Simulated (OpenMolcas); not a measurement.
An atom or ion with 31 electrons was computed by SS-RASPT2, IPEA 0.25 Eh, imaginary shift 0.1 Eh with spin-orbit coupling (OpenMolcas, ANO-RCC-VTZP, DKH2). The lowest levels that the run gave, each within 12 % of the measured value where one is at hand:

```tsv
J	Parity	E (cm-1)	g
1/2	odd	0.0	0.666
3/2	odd	3919	1.334
1/2	even	75963	2.668
3/2	even	77491	1.734
5/2	even	79684	1.599
3/2	even	102181	0.801
5/2	even	102473	1.203
1/2	even	129015	1.937
1/2	even	138326	0.734
3/2	even	140507	1.333
```

Task: Which ion is it, and what are the configurations and terms?

Result: Se3+ (Z = 34, charge +3; active space 3 electrons in 9 orbitals (RAS2 4s 4p; RAS3 4d, at most 2 electrons)). J, parity and g give the terms where levels are pure, and mixed ones are named by the computed weights; the size of the splittings, set against known spectra of the 31-electron sequence, gives the charge. In order, with the measured energies in cm-1 (Moore, Atomic Energy Levels, vol. II, NSRDS-NBS 35 (1971 reprint of NBS Circular 467, 1952)): 4s2 4p 2P* 1/2, 4s2 4p 2P* 3/2 (4376), 4s 4p2 4P 1/2, 4s 4p2 4P 3/2, 4s 4p2 4P 5/2, 4s 4p2 2D 3/2 (104211), 4s 4p2 2D 5/2 (104706), 4s 4p2 2S 1/2 (128787), 4s 4p2 2P 1/2 (136134), 4s 4p2 2P 3/2 (138354).

Active for correlation alone: 4d; no level in the range computed is led by a configuration that fills it, so any true level of that kind is missing. Measured partners are found by configuration, term and J. A level has none where our copy of the source lacks it or the pairing is in doubt (some pairs that miss far off the trend of their configuration count as doubtful), and it then counts in no deviation. Levels of configurations outside the active space are missing.

* marks odd parity.
